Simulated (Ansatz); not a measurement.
Si₂O₂⁺. The state is a doublet with charge 1. Geometry PBE0-D4/def2-TZVP; atoms count from 1.

```xyz
4

Si   -1.035    0.070    0.591
Si    1.035   -0.070   -0.591
O    -0.574   -0.358   -0.963
O     0.574    0.358    0.963
```

The structure comes from a short search, and lower isomers may exist.

Question: Estimate the Mulliken populations from the PBE0/def2-TZVP orbitals of Ansatz.

Answer: 
| atom | charge (e) | spin (α − β) |
| --- | --- | --- |
| Si1 | 0.77 | 0.35 |
| Si2 | 0.77 | 0.35 |
| O3 | -0.27 | 0.15 |
| O4 | -0.27 | 0.15 |
Mulliken values and Mayer orders depend strongly on the basis.

Question: Where does the spin sit?

Answer: Summed by element: Si 0.70, O 0.30, of 1 unpaired in all. Largest on single atoms: Si2 0.35, Si1 0.35, O4 0.15.

Question: And the Mayer bond orders between bonded heavy atoms (over 0.3)?

Answer: Si1–Si2 0.49 (2.39 Å); Si1–O3 1.14 (1.68 Å); Si1–O4 1.14 (1.68 Å); Si2–O3 1.14 (1.68 Å); Si2–O4 1.14 (1.68 Å).
